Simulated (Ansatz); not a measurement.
This geometry of H$_{3}$InN (5 atoms, charge 0, multiplicity 2) is a first-order saddle point.

Computed with Ansatz 0.2.0, UKS PBE-D4/def2-SVP.

```xyz
5
Properties=species:S:1:pos:R:3
N 0.308 -0.800 0.933
In -0.182 0.471 -0.550
H 0.559 -1.446 1.688
H -1.482 -0.115 -1.518
H 0.796 1.889 -0.553
```

(1) Which two structures does it join? (They come from a converged band through this point; their orientation in space is the band's.)

(2) How far does it lie above each of them?

## Answers

(1) No bond is made or broken. The dihedral H3–N1–In2–H5 changes from 96 to -96° by way of a nearly straight angle H3–N1–In2 (up to 180°), not by a turn about the bond. The two ends are copies of one structure, up to a mirror image or an exchange of like atoms.

Initial state:

```xyz
5
Properties=species:S:1:pos:R:3
N 0.868 -1.164 0.369
In -0.268 0.456 -0.315
H 0.666 -1.412 1.363
H -1.738 0.087 -1.176
H 0.471 2.032 -0.241
```

Final state:

```xyz
5
Properties=species:S:1:pos:R:3
N -0.062 -0.592 1.374
In -0.103 0.355 -0.492
H 0.618 -1.383 1.416
H -1.331 -0.163 -1.616
H 0.879 1.783 -0.681
```

(2) 19.9 kJ/mol above the first and 19.9 kJ/mol above the second. This is the barrier of this one path; another mechanism may lie lower.

Run time: 74 s on 1 CPU thread of a shared host.
